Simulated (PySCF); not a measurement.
**Spin-rotation constants: `F/C=C\C1=CCOC1`, C₆H₇FO**

Molfile (atoms numbered from 1):
```
C6H7FO
     RDKit          3D

 15 15  0  0  0  0  0  0  0  0999 V2000
    2.3742   -1.6109   -0.2775 F   0  0  0  0  0  0  0  0  0  0  0  0
    2.5090   -0.2862   -0.4433 C   0  0  0  0  0  0  0  0  0  0  0  0
    1.4998    0.5739   -0.3451 C   0  0  0  0  0  0  0  0  0  0  0  0
    0.1240    0.2595   -0.0531 C   0  0  0  0  0  0  0  0  0  0  0  0
   -0.8897    1.1229    0.0445 C   0  0  0  0  0  0  0  0  0  0  0  0
   -2.1512    0.3938    0.3606 C   0  0  0  0  0  0  0  0  0  0  0  0
   -1.7934   -0.9764    0.4357 O   0  0  0  0  0  0  0  0  0  0  0  0
   -0.4021   -1.1288    0.1955 C   0  0  0  0  0  0  0  0  0  0  0  0
    3.5308   -0.0146   -0.6638 H   0  0  0  0  0  0  0  0  0  0  0  0
    1.7267    1.6184   -0.4986 H   0  0  0  0  0  0  0  0  0  0  0  0
   -0.8574    2.1893   -0.0760 H   0  0  0  0  0  0  0  0  0  0  0  0
   -2.5842    0.7162    1.3194 H   0  0  0  0  0  0  0  0  0  0  0  0
   -2.9154    0.5332   -0.4184 H   0  0  0  0  0  0  0  0  0  0  0  0
   -0.2487   -1.7865   -0.6699 H   0  0  0  0  0  0  0  0  0  0  0  0
    0.0732   -1.5960    1.0681 H   0  0  0  0  0  0  0  0  0  0  0  0
  1  2  1  0
  2  3  2  0
  3  4  1  0
  4  5  2  0
  5  6  1  0
  6  7  1  0
  7  8  1  0
  8  4  1  0
  2  9  1  0
  3 10  1  0
  5 11  1  0
  6 12  1  0
  6 13  1  0
  8 14  1  0
  8 15  1  0
M  END
```

Level of theory: PySCF, GIAO B3LYP/pcSseg-1 magnetisability, rotational g tensor and spin-rotation constants, non-relativistic, gas phase. Geometry: GFN2-xTB.

(1) Give the nuclear spin-rotation constants along the inertial axes (H = +C I·J) beside the isotropic shieldings.

(2) How do the rotational constants and the g tensor change when H9, H10, H11, H12, H13, H14, H15 are replaced by deuterium?

Answers

(1) Rotational constants 5.0340, 1.3322, 1.0676 GHz. A star marks the isotopologue with that one atom substituted, in its own axes.
| atom | isotope | Caa (kHz) | Cbb (kHz) | Ccc (kHz) | mean (kHz) | σ (ppm) |
| --- | --- | --- | --- | --- | --- | --- |
| F1 | 19F | 7.938 | 1.722 | 0.304 | 3.321 | 288.1 |
| H9 | 1H | 0.318 | -0.095 | -0.113 | 0.037 | 25.1 |
| H10 | 1H | -0.521 | 0.131 | -0.132 | -0.174 | 26.1 |
| H11 | 1H | -0.493 | 0.134 | -0.137 | -0.165 | 26.0 |
| H12 | 1H | -0.153 | -0.143 | 0.011 | -0.095 | 26.7 |
| H13 | 1H | -0.149 | -0.143 | 0.010 | -0.094 | 26.7 |
| H14 | 1H | -0.445 | -0.060 | 0.011 | -0.164 | 26.5 |
| H15 | 1H | -0.448 | -0.061 | 0.013 | -0.165 | 26.5 |
| C2 | 13C* | 1.933 | 0.581 | 0.281 | 0.932 | 22.4 |
| C3 | 13C* | 1.421 | 0.591 | 0.161 | 0.724 | 69.7 |
| C4 | 13C* | 1.907 | 0.630 | 0.182 | 0.906 | 38.9 |
| C5 | 13C* | 1.722 | 0.596 | 0.197 | 0.839 | 48.1 |
| C6 | 13C* | 1.331 | 0.249 | 0.305 | 0.628 | 99.1 |
| O7 | 17O* | -0.335 | -0.035 | -0.153 | -0.174 | 300.8 |
| C8 | 13C* | 0.932 | 0.357 | 0.313 | 0.534 | 98.2 |

For the geometry as given, no vibrational averaging.

(2) Constants 4.2579, 1.2138, 0.9676 GHz; g -0.0511, -0.0160, -0.0064, against -0.0601, -0.0176, -0.0071 before.
